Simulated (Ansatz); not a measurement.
`[CH3][AlH][O][SiH2]O` → `C[O][Al]([OH])[SiH3]`  (isomerisation)

Program: Ansatz. Geometries: PBE0-D4/def2-TZVP. ΔE: electronic, gas phase. CBS: MP2 limit from def2 TZ/QZ plus the TZ coupled-cluster correction, frozen cores. Functionals use def2-TZVPP. B3LYP here is the variant with VWN-RPA as its local correlation; programs differ in this. HSE06 is defined as in plane-wave codes. One conformer a species, not always the lowest.

| level | ΔE (kcal/mol) | difference from CCSD(T)/CBS |
| --- | --- | --- |
| LDA (SPW92) | 36.1 | -6.1 |
| PBE-D4 | 34.8 | -7.4 |
| revPBE-D4 | 34.9 | -7.3 |
| BLYP-D4 | 38.1 | -4.1 |
| r2SCAN-D4 | 40.6 | -1.6 |
| B97M-V | 44.2 | 2.0 |
| PBE0-D4 | 37.6 | -4.6 |
| B3LYP-D4 | 40.2 | -2.0 |
| r2SCANh-D4 | 41.2 | -1.0 |
| r2SCAN0-D4 | 41.9 | -0.3 |
| HSE06-D4 | 37.6 | -4.6 |
| BHLYP-D4 | 43.1 | 0.9 |
| ωB97X-V | 40.1 | -2.1 |
| ωB97M-V | 43.2 | 1.0 |
| B2PLYP | 42.0 | -0.2 |
| PBE-QIDH | 41.6 | -0.6 |
| PBE | 34.8 | -7.4 |
| revPBE | 34.3 | -7.9 |
| BLYP | 37.9 | -4.3 |
| PBE0 | 37.6 | -4.6 |
| r2SCANh | 41.2 | -1.0 |
| r2SCAN0 | 41.9 | -0.3 |
| BHLYP | 43.2 | 1.0 |
| CAM-B3LYP | 41.9 | -0.3 |
| LC-ωPBE | 39.9 | -2.3 |
| RPA@PBE/def2-TZVPP | 39.2 | -3.0 |
| HF/def2-SVP | 38.5 | -3.7 |
| MP2/def2-SVP | 36.9 | -5.3 |
| CCSD/def2-SVP | 33.7 | -8.5 |
| CCSD(T)/def2-SVP | 33.1 | -9.1 |
| HF/def2-TZVPP | 45.5 | 3.3 |
| MP2/def2-TZVPP | 44.6 | 2.4 |
| SCS-MP2/def2-TZVPP | 43.7 | 1.5 |
| CCSD(T)/def2-TZVPP | 41.1 | -1.1 |
| HF/def2-QZVPP | 46.1 | 3.9 |
| MP2/def2-QZVPP | 45.4 | 3.2 |
| SCS-MP2/def2-QZVPP | 44.6 | 2.4 |
| HF/CBS(def2) | 46.2 | 4.0 |
| MP2/CBS(def2) | 45.7 | 3.5 |
| CCSD/CBS(def2) | 42.9 | 0.7 |
| CCSD(T)/CBS | 42.2 | 0 |

Largest T1 diagnostic among the species: 0.013.

Leaving LDA and LC-ωPBE aside and taking each functional with its dispersion term where it has one, the values spread over 9.3 kcal/mol, from PBE-D4 to B97M-V. LDA lies +1.3 kcal/mol from PBE without D4. From BLYP to BHLYP (50 % exact exchange), in def2-TZVPP and without D4, ΔE moves by +5.4 kcal/mol.
